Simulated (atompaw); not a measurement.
**What the settings do to the PAW (atompaw) potential of iridium (Ir)**

Base potential:

atompaw 4.2.0.5 input, output lines left out:

```
Ir 77
GGA-PBE scalarrelativistic loggrid 2001 logderivrange -9 5 351
6 6 5 4 0 0
6 1 0
5 2 7
0 0 0
c
c
c
c
v
v
c
c
c
v
v
c
c
v
c
3
2.30 1.85 1.95 1.30
n
n
y
-0.2
n
y
0.05
y
0.45
n
custom rrkj gramschmidtortho sinc
bessel
1.65
2.30
1.55
2.30
2.30
2.30
2.30
2.30
```

All-electron outer shells of the reference configuration (PBE, scalar-relativistic, ld1.x):

```tsv
shell	level (eV)	outermost node (bohr)	outermost maximum (bohr)
4d	-290.99	0.21	0.42
5s	-97.99	0.50	0.89
4f	-62.19	–	0.39
5p	-54.70	0.54	1.01
5d	-7.15	0.59	1.29
6s	-6.33	1.17	2.38
6p	-1.22	1.39	3.47
```

Cutoffs, loose and tight: the cutoffs (Ry, on a coarse ladder) from which the occupation-weighted sum of valence levels, in a spherical-Bessel basis at the reference potential, stays within 10 and 1 mRy of its value at 400 Ry. They see the waves, projectors and local potential, not the compensation charge or the core. A dash means not determined.

```tsv
change	outcome	cutoff, loose	cutoff, tight	bound ghosts
base	generated	35 Ry	70 Ry	none
local potential bessel scheme, radius 1.06 bohr	generated	35 Ry	60 Ry	none
augmentation sinc compensation charge, radius 2.08 bohr; PAW radius 2.30 bohr; waves and projectors: custom rrkj gramschmidtortho	generated	35 Ry	70 Ry	none
wave 5d channel at -0.2 Ry: rc 2.30 bohr becomes 5d channel at 2.54 Ry: rc 2.30 bohr	generated	35 Ry	70 Ry	none
wave 5f channel at 0.05 Ry: rc 2.30 bohr becomes 5f channel at 0.05 Ry: rc 1.44 bohr	generated	35 Ry	70 Ry	none
functional PBEsol	generated	35 Ry	60 Ry	none
wave 5s (bound): rc 1.65 bohr becomes 5s (bound): rc 1.70 bohr	generated	35 Ry	60 Ry	none
```

Task: What comes out with this change to the base: all radii scaled by about 0.81 (s 1.32, p 1.24, d 1.86, f 1.86 bohr); local potential bessel scheme, radius 1.58 bohr; augmentation sinc compensation charge, radius 1.48 bohr; PAW radius 1.86 bohr; waves and projectors: custom rrkj gramschmidtortho; core correction smooth core density matched at 1.04 bohr?

Result: outcome: generated; cutoff, loose: 50 Ry; cutoff, tight: 100 Ry; bound ghosts: none.

Task: What comes out with this change to the base: core [Xe] 4f14, valence charge 9; reference 5d7 6s1.5 6p0.5; waves now 6s (bound): rc 2.25 bohr; 6s channel at 1 Ry: rc 3.00 bohr; 6p (bound): rc 3.00 bohr; 6p channel at 2.15 Ry: rc 3.00 bohr; 5d (bound): rc 3.00 bohr; 5d channel at 0.05 Ry: rc 3.00 bohr; 5f channel at -0.15 Ry: rc 3.00 bohr; 5f channel at 2 Ry: rc 3.00 bohr; local potential bessel scheme, radius 2.60 bohr; core correction smooth core density matched at 1.65 bohr; augmentation sinc compensation charge, radius 2.40 bohr; PAW radius 3.00 bohr; waves and projectors: custom rrkj gramschmidtortho?

Result: outcome: generated; cutoff, loose: 10 Ry; cutoff, tight: 18 Ry; bound ghosts: none.
